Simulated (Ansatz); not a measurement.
O₄Ru, quintet, geometry from GFN2-xTB of the parent state (such geometries of metal compounds can be far from the true shape) (another spin typed on purpose, not shown lowest) (core potentials on Ru); R2SCAN/def2-SV(P) run with Ansatz (an electronic-structure program).

Input for Ansatz:
Ansatz 0.2 input:
```yaml
crystal:
  periodic: [false, false, false]
  atoms:
    - {symbol: Ru, position_ang: [-0.00000000, 0.00000000, -0.00000000]}
    - {symbol: O, position_ang: [1.11719637, 0.66144806, -0.94159510]}
    - {symbol: O, position_ang: [0.71248096, -0.83185432, 1.17159373]}
    - {symbol: O, position_ang: [-0.91933211, -0.98382505, -0.87129751]}
    - {symbol: O, position_ang: [-0.91034522, 1.15423131, 0.64129888]}
basis:
  gaussian:
    orbitals: def2-SV_P_.json
hamiltonian:
  xc: r2scan
magnetization: {spin_polarized: false, initial_magnetization: 4}
```
The basis file holds def2-SV(P) in the JSON format of the Basis Set Exchange.

What the program printed (banner, timings and long lists left out):

```
Functional definition: r2SCAN
843 factors; their error is unknown
mean field evaluation 1: about -10742.3798 eV, gradient 6.8e1 eV
mean field evaluation 2: about -10657.9202 eV, gradient 1.9e2 eV
mean field evaluation 4: about -10745.7305 eV, gradient 4.5e1 eV
mean field evaluation 8: about -10749.0533 eV, gradient 2.6e1 eV
mean field evaluation 16: about -10750.7832 eV, gradient 6.2e0 eV
mean field evaluation 32: about -10751.0087 eV, gradient 6.6e-5 eV
mean field evaluation 64: about -10751.0106 eV, gradient 5.9e-3 eV
mean field evaluation 96: about -10750.2454 eV, gradient 2.5e-6 eV
mean field evaluation 128: about -10750.3098 eV, gradient 5.4e-1 eV
mean field evaluation 160: about -10751.0087 eV, gradient 4.8e-3 eV
mean field -10751.00873294 eV, -395.0922836401 hartree, gradient 5.7e-6 eV, S^2 6.000000; 9 other end points of the search recorded, 0 dependent functions left out
reference -10751.00876515 eV, -395.0922848238 hartree; 26, 22 occupied and 54, 58 virtual orbitals, 843 factors
Total energy: -10751.00876515 eV, -395.0922848238 hartree
```
